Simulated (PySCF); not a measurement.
## From a raw peak list to a structure

Formula C7H5NO. The spectrum was simulated from the full spin Hamiltonian at 200 MHz with 1.0 Hz Lorentzian lines, from shifts rounded to 0.01 ppm and J to 0.1 Hz, couplings under 1 Hz left out.

Maxima in Hz from TMS (height), grouped by integral:
2H: 1499.9 (19), 1499.1 (21), 1497.9 (11), 1491.0 (59), 1490.0 (42), 1482.5 (49), 1482.1 (49), 1480.2 (12)
3H: 1459.4 (43), 1451.2 (32), 1442.1 (100), 1433.1 (68), 1430.8 (8)

Theory: PBE0-D3(BJ)/def2-SVP structure, J: B3LYP/pcJ-1 (without the spin–dipole term), PBE0/pcSseg-1 with gauge-including orbitals, in PySCF 2.14 (relativity neglected, a single conformation, gas phase, equivalent nuclei averaged).

δ = σ(ref) − σ, references computed at the same level: TMS for ¹H.

Problem. Analyse the multiplets.

Solution. ¹H NMR (200 MHz, computed): δ 7.45 (m, 2H), 7.26 (m, 1H), 7.19 (m, 2H). These are first-order names from the parameters used; overlap and second-order distortion can hide them in the list.

Problem. What is the compound?

Solution. SMILES O=C=Nc1ccccc1.

Atoms are numbered as in `[O:1]=[C:2]=[N:3][c:4]1[cH:5][cH:6][cH:7][cH:8][cH:9]1`. Each H is labelled by its parent atom.

- δ 7.45: H(C6)/H(C8), hydrogen on an aromatic CH, coupled to H(C5)/H(C9) and H(C7) (8.7 Hz).
- δ 7.26: H(C7), hydrogen on an aromatic CH, coupled to H(C6)/H(C8) (8.4 Hz).
- δ 7.19: H(C5)/H(C9), hydrogen on an aromatic CH, coupled to H(C6)/H(C8) (9.0 Hz).

This is the structure that produced the data.

Multiplet labels drop couplings under 1 Hz and merge nearly equal ones. Couplings among chemically equivalent protons are left out too, so labels in AA′BB′ or AA′XX′ sets are apparent multiplicities. Unscaled 3J(H,H) at this level run about 10 % above measured values.
